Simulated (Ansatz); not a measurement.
Correlation energies of `COC1=N[SiH]1C` by basis set

```csv
atom,x (Å),y (Å),z (Å)
C1,2.604,-0.855,0.090
O2,1.620,-0.338,-0.815
C3,0.575,0.205,-0.227
N4,0.287,0.346,1.016
Si5,-0.991,1.007,-0.031
C6,-2.630,0.155,-0.179
H7,3.397,-1.260,-0.534
H8,2.986,-0.058,0.730
H9,2.170,-1.634,0.718
H10,-1.101,2.481,-0.146
H11,-3.106,0.391,-1.134
H12,-2.509,-0.927,-0.105
H13,-3.301,0.487,0.618
```

Charge 0, multiplicity 1. The geometry is a stationary point of PBE0-D4/def2-TZVP. Frozen core, restricted reference, Ansatz 0.2.0. CBS rows extrapolate triple and quadruple zeta; past MP2 they add the triple-zeta difference.

```csv
basis,HF (Eh),MP2 corr.,CCSD corr.,(T),CCSD(T) total
def2-TZVPP,-535.99110,-1.05050,-1.08794,-0.04916,-537.12820
def2-QZVPP,-536.01170,-1.12362,–,–,–
CBS(def2),-536.01454,-1.17777,-1.21521,as TZ,-537.27891
```
